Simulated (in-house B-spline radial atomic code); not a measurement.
## Se³⁺: [Ar] 3d10 4s2 4p1

All numbers are computed (non-relativistic BLYP, spin-polarised, spherical fractional occupations; point nucleus) with an all-electron radial atomic-structure program (B-spline basis), not measured.

Z_r = [3n² - l(l+1)]/(2<r>); Z_e = n√(-2ε); the last column is Slater's effective charge. Values are occupation-weighted means over spin.

```
shell  electrons   ε (eV)  <r> (bohr)    Z_r    Z_e  Slater
   1s          2   -12341     0.04499  33.34  30.12   33.70
   2s          2  -1598.7         0.2  30.00  21.68   29.85
   2p          6  -1439.6      0.1728  28.94  20.57   29.85
   3s          2  -242.09      0.5849  23.08  12.65   22.75
   3p          6  -187.39      0.5938  21.05  11.13   22.75
   3d         10  -90.492      0.6242  16.82   7.74   12.85
   4s          2  -48.449       1.664  14.43   7.55    8.00
   4p          1  -36.868       1.888  12.18   6.58    8.00
```

The least bound orbital is 4p up at -36.87 eV, and it is also the most diffuse (<r> = 1.888 bohr).

The density falls to 0.001 bohr⁻³ at 3.296 bohr; Σ<r²> = 18.75 bohr² gives, by the non-relativistic formula and without the paramagnetism of open shells, a Langevin diamagnetic susceptibility of -14.85×10⁻⁶ cm³/mol.
